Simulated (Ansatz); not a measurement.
`N=C1OB1N`, relaxed with RKS PBE-D4/def2-SVP in Ansatz 0.2.0 from a rough embedded geometry. The force threshold is 0.03 eV/Å; the program also tests the step.

Total charge 0; spin multiplicity 1.

Start:

```xyz
8

N     0.915    1.860    0.646
C     0.954    0.676    0.218
O     1.739   -0.449   -0.173
B     0.327   -0.528   -0.354
N    -0.950   -1.390   -0.595
H    -0.085    2.328    0.823
H    -1.206   -1.823    0.292
H    -1.696   -0.675   -0.858
```

```json
{"step": "1", "energy (eV)": "-6774.9665", "largest force (eV/Å)": "3.354", "largest move (Å)": "0.000"}
{"step": "2", "energy (eV)": "-6775.8853", "largest force (eV/Å)": "2.350", "largest move (Å)": "0.197"}
{"step": "3", "energy (eV)": "-6776.3697", "largest force (eV/Å)": "1.678", "largest move (Å)": "0.195"}
{"step": "4", "energy (eV)": "-6776.6081", "largest force (eV/Å)": "1.119", "largest move (Å)": "0.200"}
{"step": "5", "energy (eV)": "-6776.7440", "largest force (eV/Å)": "1.086", "largest move (Å)": "0.195"}
{"step": "6", "energy (eV)": "-6776.8661", "largest force (eV/Å)": "0.499", "largest move (Å)": "0.200"}
{"step": "7", "energy (eV)": "-6776.8994", "largest force (eV/Å)": "0.447", "largest move (Å)": "0.200"}
{"step": "8", "energy (eV)": "-6776.9076", "largest force (eV/Å)": "0.218", "largest move (Å)": "0.080"}
{"step": "9", "energy (eV)": "-6776.9101", "largest force (eV/Å)": "0.036", "largest move (Å)": "0.043"}
{"step": "10", "energy (eV)": "-6776.9104", "largest force (eV/Å)": "0.023", "largest move (Å)": "0.018"}
```

End:

```xyz
8

N     1.220    1.965    0.605
C     0.692    0.861    0.303
O     1.340   -0.427    0.240
B    -0.017   -0.409   -0.073
N    -0.992   -1.322   -0.450
H     0.505    2.708    0.567
H    -0.790   -2.317   -0.559
H    -1.959   -1.061   -0.632
```

Hardware: 2 threads of an Arm Neoverse V1 on a shared host. Wall time 16 s, peak host memory 0.14 GiB.
